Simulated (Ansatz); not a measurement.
Born–Oppenheimer molecular dynamics of C2H9BOSi (14 atoms, charge 0, multiplicity 1). It starts from a relaxed structure.

Method: RKS PBE-D4/STO-3G in Ansatz.

```json
{"ensemble": "NVE (Milne-controlled integrator)", "time step": "0.5 fs", "steps asked": "400", "starting velocities drawn for": "200 K", "seed": "683110"}
```

First frame:

```xyz
14
Properties=species:S:1:pos:R:3
B -1.017 -1.080 1.844
Si -0.648 -0.825 -0.040
O 0.484 -0.662 1.442
C -0.464 0.843 -0.914
C 1.006 1.171 -1.308
H -1.544 -0.195 2.410
H -1.096 -2.172 2.271
H 0.046 -1.832 -0.849
H 1.029 -1.537 1.483
H -0.857 1.646 -0.262
H -1.093 0.842 -1.826
H 1.655 1.212 -0.412
H 1.417 0.406 -1.994
H 1.070 2.153 -1.817
```

**Question.** What does the run give?

**Answer.** All steps were run.

```
steps done                                               : 400
time covered                                             : 200 fs
mean temperature over the second half                    : 98 K
spread of the potential energy over the second half      : 1.8 meV per atom
mean potential energy of the second half above the start : 11.3 meV per atom
```

The conserved energy stayed within 0.014 meV per atom of its start (net change -0.0012 meV per atom), so the integration is sound. Over the second half the temperature averaged 0.49 of the 200 K drawn at the start: a run that starts near a minimum puts about half its kinetic energy into the potential. A run of 0.2 ps of so small a system gives no equilibrium averages. Limits of this set-up: minimal basis.

**Question.** What happens to the structure?

**Answer.** The same pairs are bonded in the first frame and the last. Pairs count as bonded within 1.25 times the sum of covalent radii (0.12 Å more for H–H). The details hang on the random start.

**Question.** How do temperature and energy run in time?

**Answer.** 
```tsv
time (fs)	T (K)	potential energy less start (eV)	conserved less start (meV/atom)
0	200	0.000	0.00
16.5	94	0.165	0.00
33	87	0.175	0.00
49.5	111	0.137	0.00
66	75	0.193	0.00
82.5	107	0.144	0.00
99	124	0.118	0.00
115.5	91	0.169	0.00
132	96	0.161	0.00
148.5	89	0.172	0.00
165	91	0.169	0.00
181.5	110	0.140	0.00
198	102	0.151	0.00
```

Run time: 7.3 min on 1 thread of Intel(R) Xeon(R) 6975P-C (Granite Rapids) (shared host), peak memory 0.11 GiB.
